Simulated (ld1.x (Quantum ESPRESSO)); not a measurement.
Ru: excitation energies, all-electron against RRKJ

Ru (Z = 44), norm-conserving RRKJ (Kleinman–Bylander form), made with ld1.x (Quantum ESPRESSO) 7.5 (PBE, scalar-relativistic). Core [Ar] 3d10, reference 4s2 4p6 4d7 5s1 5p0. Waves: 4s (bound): rc 1.65 bohr; 4p (bound): rc 1.75 bohr; 4d (bound): rc 1.35 bohr. Local part: the d channel. Core correction: none. rho0 = 0.001.

Occupied shells without a wave of their own: 5s. They enter only through the test configuration that unscreens the potential.

Energies are relative to the spin-unpolarised reference configuration 4s2 4p6 4d7 5s1 5p0; without spin polarisation the order of configurations can differ from experiment. The frozen-core shift is the all-electron ΔE with the core orbitals held at their reference shape minus the fully relaxed ΔE.

| valence configuration | charge | ΔE all-electron (eV) | error AE − PS (meV) | frozen-core shift (meV) |
| --- | --- | --- | --- | --- |
| 4s2 4p6 4d6 5s0 5p0 | +2 | 25.479 | +86 | +0.1 |
| 4s2 4p6 4d5 5s0 5p0 | +3 | 56.101 | +125 | -0.6 |
| 4s1 4p6 4d7 5s1 5p0 | +1 | 82.690 | -5.1 | +24 |
| 4s2 4p6 4d7 5s0 5p1 | 0 | 3.461 | +69 | +0.7 |
| 4s2 4p6 4d4 5s0 5p0 | +4 | 100.614 | +182 | +2.9 |
| 4s2 4p6 4d6 5s1 5p1 | 0 | 5.653 | +36 | -2.9 |

(1) What are ΔE and the potential's error for 4s2 4p6 4d7 5s0 5p0?

Levels in the configuration 4s2 4p6 4d6 5s1 5p1:

| level | all-electron (eV) | pseudo (eV) |
| --- | --- | --- |
| 4s | -81.272 | -81.212 |
| 4p | -51.169 | -51.116 |
| 4d | -9.155 | -9.114 |
| 5s | -6.175 | -6.091 |
| 5p | -2.098 | -2.113 |

## Answers

(1) ΔE = 7.292 eV all-electron; the error (AE − PS) is +56 meV.

ld1.x printed “convergence not achieved” for 7 of the counted tests; their residual had stalled under 1e-8, short of the target of 1e-14. A variational frozen-core shift is positive and of second order in the change. This column holds negative values, so the frozen-core run of ld1.x carries numerical noise or an error of first order here, and the column gives no more than the rough size of the effect.
